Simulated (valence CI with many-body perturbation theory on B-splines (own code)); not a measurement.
**Level structure of Bi LIII**

Computed by configuration interaction combined with many-body perturbation theory (CI+MBPT): three valence electrons over a frozen Dirac-Fock core [Ar] 3d10, a basis of 11 s, 11 p, 9 d, 7 f, 5 g, 2 h, 1 i functions for each j, with the one-electron correlation potential Σ1, the two-electron term Σ2, the three-electron term Σ3, Breit, model QED; selected CI, second order for the rest (own B-spline code, finite nucleus).

No measured spectrum was set against this ion. As an estimate, large intervals hold to a few tenths of a per cent, small ones and those within an open d or f shell to about a per cent.

Levels 46 to 69 of 69, with energies above the lowest level, (4s^2 4p1/2) J=1/2. "Leading %" is the weight of the configuration and term that name the level; weights of strongly mixed levels are sums over their largest components and can fall short. In the jj column 3d3/2^4 stands for four electrons in 3d with j = 3/2.

| No. | Configuration | Term | J | E (Ry) | Leading % | Leading jj | Second component |
| --- | --- | --- | --- | --- | --- | --- | --- |
| 46 | 4s 4p 4d | 2D° | 5/2 | 53.713 | 61 | 4s 4p3/2 4d5/2 (95 %) | 29 % 4s 4p 4d 2F° |
| 47 | 4s 4p 4f | 4D | 7/2 | 53.733 | 35 | 4s 4p1/2 4f7/2 (96 %) | 25 % 4s 4p 4f 4F |
| 48 | 4s 4p 4f | 4F | 3/2 | 53.744 | 52 | 4s 4p1/2 4f5/2 (98 %) | 35 % 4s 4p 4f 2D |
| 49 | 4s 4p 4f | 2G | 9/2 | 54.309 | 36 | 4s 4p1/2 4f7/2 (98 %) | 34 % 4s 4p 4f 4G |
| 50 | 4s 4p 4f | 2G | 7/2 | 54.493 | 41 | 4s 4p1/2 4f7/2 (96 %) | 25 % 4s 4p 4f 2F |
| 51 | 4s 4p 4f | 2D | 5/2 | 54.598 | 38 | 4s 4p1/2 4f7/2 (92 %) | 32 % 4s 4p 4f 2F |
| 52 | 4p2 4d | 2F | 5/2 | 57.398 | 52 | 4p1/2 4p3/2 4d3/2 (95 %) | 38 % 4p2 4d 4F |
| 53 | 4p2 4d | 4F | 3/2 | 57.577 | 41 | 4p1/2 4p3/2 4d3/2 (98 %) | 25 % 4p2 4d 4D |
| 54 | 4p2 4d | 4D | 1/2 | 57.602 | 81 | 4p1/2 4p3/2 4d3/2 (99 %) | 15 % 4p2 4d 2P |
| 55 | 4p2 4d | 2G | 7/2 | 58.073 | 46 | 4p1/2 4p3/2 4d3/2 (90 %) | 26 % 4p2 4d 2F |
| 56 | 4p3 | 2P° | 3/2 | 58.952 | 49 | 4p3/2^3 (95 %) | 28 % 4p3 2D° |
| 57 | 4p2 4d | 2D | 3/2 | 59.006 | 41 | 4p1/2 4p3/2 4d3/2 (95 %) | 27 % 4p2 4d 2P |
| 58 | 4p2 4d | 2D | 5/2 | 59.183 | 33 | 4p1/2 4p3/2 4d3/2 (87 %) | 20 % 4p2 4d 4P |
| 59 | 4p2 4d | 4P | 1/2 | 59.184 | 36 | 4p1/2 4p3/2 4d3/2 (95 %) | 34 % 4p2 4d 2P |
| 60 | 4p2 4d | 4D | 7/2 | 60.340 | 48 | 4p1/2 4p3/2 4d5/2 (98 %) | 35 % 4p2 4d 4F |
| 61 | 4p2 4d | 2G | 9/2 | 60.624 | 61 | 4p1/2 4p3/2 4d5/2 (95 %) | 34 % 4p2 4d 4F |
| 62 | 4p2 4d | 2P | 3/2 | 60.873 | 49 | 4p1/2 4p3/2 4d5/2 (96 %) | 25 % 4p2 4d 4P |
| 63 | 4p2 4d | 2D | 5/2 | 60.986 | 39 | 4p1/2 4p3/2 4d5/2 (94 %) | 30 % 4p2 4d 2F |
| 64 | 4p2 4d | 2F | 7/2 | 61.850 | 56 | 4p1/2 4p3/2 4d5/2 (89 %) | 18 % 4p2 4d 2G |
| 65 | 4p2 4d | 4P | 5/2 | 61.929 | 35 | 4p1/2 4p3/2 4d5/2 (91 %) | 31 % 4p2 4d 2D |
| 66 | 4p2 4d | 2D | 3/2 | 62.124 | 60 | 4p1/2 4p3/2 4d5/2 (94 %) | 16 % 4p2 4d 2P |
| 67 | 4p2 4d | 2P | 1/2 | 62.174 | 56 | 4p1/2 4p3/2 4d5/2 (95 %) | 35 % 4p2 4d 2S |
| 68 | 4s 4d2 | 4F | 3/2 | 62.788 | 78 | 4s 4d3/2^2 (94 %) | 17 % 4s 4d2 2D |
| 69 | 4p2 4f | 2F° | 5/2 | 62.956 | 40 | 4p1/2^2 4f5/2 (98 %) | 31 % 4p2 4f 4G° |
